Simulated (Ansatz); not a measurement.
Program: Ansatz. Geometries: PBE0-D4/def2-TZVP. ΔE: electronic, gas phase. CBS: MP2 limit from def2 TZ/QZ plus the TZ coupled-cluster correction, frozen cores. This one scheme is used for every species. DFT in def2-TZVPP. B3LYP here is the variant with VWN-RPA as its local correlation; programs differ in this. def2 core potentials past Kr. For Br, In outer-core shells are correlated without core-valence functions, which leaves a few kJ/mol of doubt a bond. Scalar relativity is left out up to krypton. One conformer a species, not always the lowest.

`[CH3][In]([SH])[Br]` + HCl → `[CH3][In]([Cl])[Br]` + H₂S  (ligand exchange at the In–S bond)

| level | ΔE (kJ/mol) |
| --- | --- |
| LDA (SPW92) | -17.3 |
| PBE-D4 | -21.4 |
| B97M-V | -29.4 |
| B3LYP-D4 | -27.2 |
| BHLYP-D4 | -30.3 |
| BLYP | -28.8 |
| r2SCAN | -26.1 |
| BHLYP | -32.9 |

**Question.** What does CCSD(T)/CBS give? (Best estimate.)

**Answer.** The calculation gave: -24.5 kJ/mol. The listed levels differ from it by 7.2, 3.1, -4.9, -2.7, -5.8, -4.3, -1.6, -8.4 kJ/mol.

Largest T1 diagnostic among the species: 0.011.

Leaving LDA and LC-ωPBE aside and taking each functional with its dispersion term where it has one, the values spread over 8.9 kJ/mol, from BHLYP-D4 to PBE-D4. LDA lies +5.7 kJ/mol from PBE without D4. In def2-TZVPP, CCSD(T) changes the Hartree–Fock value by +16.9 kJ/mol (the triples alone add +2.3 kJ/mol) and MP2 by +19.1 kJ/mol. From BLYP to BHLYP (50 % exact exchange), in def2-TZVPP and without D4, ΔE moves by −4.1 kJ/mol.
